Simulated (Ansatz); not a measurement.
Ansatz (a quantum-chemistry and plane-wave program) input (CCSD(T)/def2-SVPD):

Ansatz 0.2 input:
```yaml
crystal:
  periodic: [false, false, false]
  atoms:
    - {symbol: Cl, position_ang: [-1.07680411, 0.29204029, 1.74526199]}
    - {symbol: C, position_ang: [-0.15856991, 0.04300578, 0.25700685]}
    - {symbol: Br, position_ang: [-1.20413346, -1.05088319, -0.98581861]}
    - {symbol: Br, position_ang: [0.23073810, 1.77326080, -0.57309446]}
    - {symbol: Br, position_ang: [1.52359791, -0.87159817, 0.66715608]}
basis:
  gaussian:
    orbitals: def2-SVPD
total_charge: -1
magnetization: {spin_polarized: true, initial_magnetization: 1}
correlation: {method: ccsd_t, electrons: outside_noble_gas}
```

Output:

```
Functional definition: HF
integrals: 0.97 GiB planned
1626 factors; integrals over basis functions are off by at most 9.2e-4 eV
1.19 GiB of device memory are held for the factors and their scratch space
mean field: 2.54 GiB planned
mean field evaluation 1: about -223493.4968 eV, gradient 3.1e1 eV
mean field evaluation 2: about -223493.5795 eV, gradient 3.1e1 eV
mean field evaluation 4: about -223499.1883 eV, gradient 2.5e0 eV
mean field evaluation 8: about -223499.3076 eV, gradient 4.4e-1 eV
mean field evaluation 16: about -223499.3234 eV, gradient 3.2e-6 eV
mean field evaluation 32: about -223498.1187 eV, gradient 4.2e-3 eV
mean field evaluation 64: about -223498.7041 eV, gradient 5.5e0 eV
mean field evaluation 96: about -223499.2695 eV, gradient 5.4e-1 eV
mean field evaluation 128: about -223497.3670 eV, gradient 1.9e-1 eV
mean field evaluation 160: about -223497.0514 eV, gradient 8.9e-2 eV
mean field evaluation 192: about -223498.1187 eV, gradient 9.9e-3 eV
mean field evaluation 224: about -223497.9181 eV, gradient 9.3e-1 eV
mean field evaluation 256: about -223497.8322 eV, gradient 1.4e0 eV
mean field evaluation 288: about -223498.1026 eV, gradient 3.0e-1 eV
mean field evaluation 320: about -223498.1187 eV, gradient 2.1e-3 eV
mean field evaluation 352: about -223497.5431 eV, gradient 3.4e0 eV
mean field evaluation 384: about -223495.7969 eV, gradient 9.5e0 eV
mean field evaluation 416: about -223497.8598 eV, gradient 4.2e0 eV
mean field evaluation 448: about -223497.3763 eV, gradient 3.5e-4 eV
mean field evaluation 480: about -223498.0264 eV, gradient 2.7e-1 eV
mean field -223499.32344047 eV, -8213.4486431547 hartree, gradient 3.1e-6 eV, S^2 0.774648; 12 other end points of the search recorded, 0 dependent functions left out
determinant -223499.32344047 eV, -8213.4486431547 hartree, with singles and doubles -223519.38721532 eV, -8214.1859732808 hartree
determinant -223498.11866940 eV, -8213.4043686345 hartree, with singles and doubles -223518.16998897 eV, -8214.1412410373 hartree
determinant -223498.10584113 eV, -8213.4038972044 hartree, with singles and doubles -223518.17469336 eV, -8214.1414139205 hartree
determinant -223497.37628233 eV, -8213.3770864129 hartree, with singles and doubles -223517.39190832 eV, -8214.1126471011 hartree
determinant -223497.05227429 eV, -8213.3651793369 hartree, with singles and doubles -223517.22450884 eV, -8214.1064952837 hartree
48 core orbitals not correlated
reference -223499.32344047 eV, -8213.4486431547 hartree; 17, 16 occupied and 105, 106 virtual orbitals, 1626 factors
second order -19.31249734 eV of doubles, -0.00000000 eV of singles
coupled cluster: 4.44 GiB planned
cycle   1  -20.06466155 eV  change   -8.9e-4 eV  update   3.6e-3
cycle   2  -20.06649392 eV  change   -1.8e-3 eV  update   3.0e-3
cycle   3  -20.06525576 eV  change    1.2e-3 eV  update   1.4e-3
cycle   4  -20.06648532 eV  change   -1.2e-3 eV  update   6.9e-4
cycle   5  -20.06726418 eV  change   -7.8e-4 eV  update   1.4e-4
cycle   6  -20.06741276 eV  change   -1.5e-4 eV  update   1.1e-4
cycle   7  -20.06736902 eV  change    4.4e-5 eV  update   5.8e-5
cycle   8  -20.06731641 eV  change    5.3e-5 eV  update   2.9e-5
cycle   9  -20.06732731 eV  change   -1.1e-5 eV  update   1.1e-5
perturbative correction -0.87480473 eV, -0.0321484808 hartree
Total energy: -223520.26557251 eV, -8214.2182523120 hartree
```

This state (charge -1, doublet) is run at the relaxed geometry of the species with charge 0 and multiplicity 1.
